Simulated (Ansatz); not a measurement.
Basis sets compared for NbSeCl₃. Charge 0, multiplicity 1. Geometry PBE0-D4/def2-SVP. Ansatz on 4 threads of Arm Neoverse V2 on a shared host; times are rough, and most runs start from earlier orbitals.

```csv
atom,x (Å),y (Å),z (Å)
Nb1,0.0200,-0.0064,-0.0161
Se2,-1.6798,0.5385,1.3569
Cl3,-0.8450,-1.0764,-1.8210
Cl4,1.4392,-1.3644,1.1208
Cl5,1.0656,1.9087,-0.6406
```

In the def2 sets Nb takes a core potential; there is no spin–orbit coupling. The restricted singlet is unstable towards broken spin symmetry in Hartree–Fock (as tested in another run); at PBE-D4/def2-SVP, PBE-D4/def2-TZVPD, r2SCAN-D4/def2-TZVP, r2SCAN-D4/def2-TZVPD and others this wasn't settled.

Binding counts from free atoms (Nb sextet, Se triplet, Cl doublet) in the same basis, without a counterpoise term.

| level | functions | energy (Eh) | HOMO (eV) | LUMO (eV) | binding per atom (eV) | wall time |
| --- | --- | --- | --- | --- | --- | --- |
| PBE-D4/def2-SVP | 117 | -3837.7840 | -6.87 | -3.98 | 4.02 | 1.4 s |
| PBE-D4/def2-TZVP (with forces) | 199 | -3838.5679 | -6.93 | -4.09 | 3.96 | 2.9 s |
| r2SCAN-D4/def2-TZVP | 199 | -3839.3889 | -7.23 | -4.11 | 3.82 | 6.5 s |
| PBE0-D4/def2-SVP | 117 | -3837.9201 | -8.05 | -3.38 | 3.75 | 2.4 s |
| PBE0-D4/def2-TZVP | 199 | -3838.7003 | -8.05 | -3.44 | 3.72 | 4.6 s |

**Question.** Estimate the rows for PBE-D4/def2-TZVPD, r2SCAN-D4/def2-TZVPD, PBE0-D4/def2-TZVPD.

**Answer.** 
| level | functions | energy (Eh) | HOMO (eV) | LUMO (eV) | binding per atom (eV) | wall time |
| --- | --- | --- | --- | --- | --- | --- |
| PBE-D4/def2-TZVPD | 235 | -3838.5694 | -6.95 | -4.12 | 3.96 | 4.7 s |
| r2SCAN-D4/def2-TZVPD | 235 | -3839.3902 | -7.23 | -4.11 | 3.82 | 9 s |
| PBE0-D4/def2-TZVPD | 235 | -3838.7018 | -8.05 | -3.45 | 3.72 | 7 s |
